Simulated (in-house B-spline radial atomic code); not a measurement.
## Sb4+: [Kr] 4d10 5s1

Level of theory: Dirac-Kohn-Sham RPBE, spherical fractional occupations, Fermi nucleus of rms radius 4.6802 fm; calculated with an all-electron radial atomic-structure program (B-spline basis).

Z_r = [3n² - l(l+1)]/(2<r>); Z_e = n√(-2ε); the last column is Slater's effective charge. Values are occupation-weighted means over j. An effective charge above Z reflects the relativistic contraction of the inner shells.

```json
{"shell": "1s", "electrons": "2", "ε (eV)": "-30328", "<r> (bohr)": "0.02842", "Z_r": "52.78", "Z_e": "47.21", "Slater": "50.70"}
{"shell": "2s", "electrons": "2", "ε (eV)": "-4650.3", "<r> (bohr)": "0.1222", "Z_r": "49.10", "Z_e": "36.98", "Slater": "46.85"}
{"shell": "2p", "electrons": "6", "ε (eV)": "-4185.1", "<r> (bohr)": "0.1069", "Z_r": "46.77", "Z_e": "35.08", "Slater": "46.85"}
{"shell": "3s", "electrons": "2", "ε (eV)": "-946.45", "<r> (bohr)": "0.3302", "Z_r": "40.89", "Z_e": "25.02", "Slater": "39.75"}
{"shell": "3p", "electrons": "6", "ε (eV)": "-793.97", "<r> (bohr)": "0.3283", "Z_r": "38.08", "Z_e": "22.92", "Slater": "39.75"}
{"shell": "3d", "electrons": "10", "ε (eV)": "-558.35", "<r> (bohr)": "0.3054", "Z_r": "34.38", "Z_e": "19.22", "Slater": "29.85"}
{"shell": "4s", "electrons": "2", "ε (eV)": "-191.51", "<r> (bohr)": "0.7903", "Z_r": "30.37", "Z_e": "15.01", "Slater": "23.25"}
{"shell": "4p", "electrons": "6", "ε (eV)": "-144.67", "<r> (bohr)": "0.85", "Z_r": "27.06", "Z_e": "13.04", "Slater": "23.25"}
{"shell": "4d", "electrons": "10", "ε (eV)": "-75.799", "<r> (bohr)": "1.011", "Z_r": "20.78", "Z_e": "9.44", "Slater": "11.85"}
{"shell": "5s", "electrons": "1", "ε (eV)": "-49.519", "<r> (bohr)": "1.958", "Z_r": "19.15", "Z_e": "9.54", "Slater": "7.70"}
```

The least bound orbital is 5s1/2 at -49.52 eV, and it is also the most diffuse (<r> = 1.958 bohr).

Spin-orbit splittings of the orbital energies (j = l + 1/2 above j = l - 1/2 when positive): 2p 251.8 eV, 3p 46.48 eV, 3d 9.659 eV, 4p 8.595 eV, 4d 1.273 eV.

For the 1s electron the small component carries 3.52 % of the norm, the zero-frequency Breit interaction raises the level by 72.23 eV, self-energy by 41.09 eV, and vacuum polarisation lowers it by 5.496 eV.
